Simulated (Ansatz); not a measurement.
Input and output for Be2Se3 (the lowest singlet isomer of a short search).

```yaml
crystal:
  periodic: [false, false, false]
  atoms:
    - {symbol: Be, position_ang: [-1.153565, 0.474870, 0.010854]}
    - {symbol: Be, position_ang: [0.472637, -1.155444, -0.015264]}
    - {symbol: Se, position_ang: [-1.532260, -1.528924, -0.010127]}
    - {symbol: Se, position_ang: [1.970949, 0.238495, -0.006483]}
    - {symbol: Se, position_ang: [0.242239, 1.971002, 0.021030]}
basis:
  gaussian: {orbitals: cc-pVDZ}
hamiltonian: {xc: {name: B3LYP}}
scf: {omitted_lower_state_checks: [starts]}
output: {forces: true}
```

```sh
$ ansatz run in.yaml --threads 4 --pin off --events-out ev --progress --plain --max-ram 4787MiB
```

It prints (some lines left out):

```
Functional definition: B3LYP
  name "B3LYP"
  cite "Stephens, Devlin, Chabalowski & Frisch, J. Phys. Chem. 98, 11623 (1994) doi:10.1021/j100096a001"
  cite "Becke, Phys. Rev. A 38, 3098 (1988) doi:10.1103/PhysRevA.38.3098"
  cite "Lee, Yang & Parr, Phys. Rev. B 37, 785 (1988) doi:10.1103/PhysRevB.37.785"
  cite "Vosko, Wilk & Nusair, Can. J. Phys. 58, 1200 (1980) doi:10.1139/p80-159"
  parameter a0 = 0.2
  parameter ax = 0.72
  parameter ac = 0.81
  exchange = (1 - a0 - ax)*slater_x + ax*b88_x + a0*exact_x
  correlation = (1 - ac)*vwn_rpa_c + ac*lyp_c
these checks for a lower state are left out or cut short: starts
1241 factors; integrals over basis functions are off by at most 8.5e-4 eV
mean field evaluation 1: about -196855.7968 eV, gradient 1.5e1 eV
mean field evaluation 2: about -196855.9077 eV, gradient 1.5e1 eV
mean field evaluation 4: about -196856.6242 eV, gradient 1.3e0 eV
mean field evaluation 8: about -196856.6947 eV, gradient 5.6e-2 eV
mean field evaluation 16: about -196856.6947 eV, gradient 9.7e-6 eV
mean field -196856.69474439 eV, -7234.3500975963 hartree, gradient 9.7e-6 eV, S^2 0.000000; 0 other end points of the search recorded, 0 dependent functions left out
the calculation of the forces begins
reference -196856.69497897 eV, -7234.3501062169 hartree; 55, 55 occupied and 54, 54 virtual orbitals, 1241 factors
Total energy: -196856.69497897 eV, -7234.3501062169 hartree
Atom 0 at    -1.153565     0.474870     0.010854 Å, force     0.040984    -0.003568    -0.000398 eV/Å
Atom 1 at     0.472637    -1.155444    -0.015264 Å, force    -0.003455     0.044140     0.000460 eV/Å
Atom 2 at    -1.532260    -1.528924    -0.010127 Å, force     0.006235     0.004681     0.000143 eV/Å
Atom 3 at     1.970949     0.238495    -0.006483 Å, force     0.125237    -0.171316    -0.002509 eV/Å
Atom 4 at     0.242239     1.971002     0.021030 Å, force    -0.169001     0.126063     0.002303 eV/Å
Dipole moment:    -0.156790    -0.157289    -0.001007 e Å
Checks for a lower state left out: starts
```

Hardware: 4 threads of Arm Neoverse V1 on a shared host. Wall time 3.3 s.

B3LYP takes the VWN-RPA correlation.
